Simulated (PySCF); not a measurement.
How the method changes the constants of HoSi

State: sextet, about 10.8 electrons in the 4f shell (Mulliken), real f orbitals that mix terms. Set-up: basis Ho x2c-SVPall, Si x2c-SVPall; spin-free X2C with a Gaussian nucleus; PySCF 2.14. De refers to Ho (4f11 6s2) + Si in their high-spin ground configurations, without counterpoise correction. The functionals are run spin-unrestricted. A positive dipole means Ho(−)Si(+). Levels whose curve was spin-contaminated or gave no clean fit are not listed.

```tsv
Level	Re (Å)	ωe (cm⁻¹)	De (eV)	μ (D)
ROHF	3.143	123	n/a	-5.22
ROHF-MP2	2.804	234	n/a	n/a
ROHF-SCS-MP2	2.849	220	n/a	n/a
PBE	2.722	237	1.80	-4.75
PBEsol	2.685	250	2.00	-4.68
```

Task: What does second-order correlation do here, going from ROHF to ROHF-MP2?

Result: ROHF-MP2 less ROHF: -33.9 pm in Re, +90.2 % in ωe. Correlation nearly always deepens the well. The bond shortens, as in weak, metallic or heavy-atom bonds, where dispersion and the correlation of outer-core electrons pull the atoms together.

Correlated steps freeze 23 core orbitals. These are scalar-relativistic numbers at best; spin–orbit coupling would shift them, the dissociation energy most. UHF is strongly spin-contaminated for HoSi, so the ROHF reference used there is far from stable. The state is the lowest single determinant that the PBE0 search found; with open d or f shells the true ground state can be another one.

The whole job (state search and all levels along the bond) took about 27 min on 2 threads of Arm Neoverse V1 (shared host), peak memory 2.8 GiB.
